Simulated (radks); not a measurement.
Dispersion coefficients C6 (hartree bohr^6) between ground-configuration atoms and ions, from the Casimir-Polder integral (3/pi) of alpha_A(iw) alpha_B(iw). All-electron calculation, scalar-relativistic Kohn-Sham, LDA (Slater exchange, VWN5 correlation), spin-polarised, spherical densities, finite nucleus; Fermi nuclear charge, rms radius of each element as measured or else 0.836 A^(1/3) + 0.57 fm. Program: a radial shooting solver on a logarithmic mesh with Libxc functionals. Response by self-consistent Sternheimer equations with the Hartree and adiabatic LDA kernel, the relativistic mass of each level held fixed and spin-orbit coupling left out.

C6,Ne,Mg2+,Al3+,Si4+,P5+,S6+,Cl7+,Ar8+
Ne,7.403,,,,,,,
Mg2+,1.943,0.6232,,,,,,
Al3+,1.179,0.4020,0.2651,,,,,
Si4+,0.7621,0.2721,0.1827,0.1279,,,,
P5+,0.5160,0.1910,0.1302,0.09238,0.06751,,,
S6+,0.3624,0.1381,0.09535,0.06842,0.05052,0.03816,,
Cl7+,0.2623,0.1024,0.07141,0.05175,0.03855,0.02936,0.02276,
Ar8+,0.1946,0.07743,0.05451,0.03984,0.02992,0.02295,0.01792,0.01419

Static polarisabilities (bohr^3): Ne ([Ne]) 3.055, Mg2+ ([Ne]) 0.5134, Al3+ ([Ne]) 0.2831, Si4+ ([Ne]) 0.1713, P5+ ([Ne]) 0.1105, S6+ ([Ne]) 0.07490, Cl7+ ([Ne]) 0.05270, Ar8+ ([Ne]) 0.03823. The combination rule 2 Ca Cb / ((alpha_b/alpha_a) Ca + (alpha_a/alpha_b) Cb) gives 0.4685 for P5+-Ne, against 0.5160 from the integral.
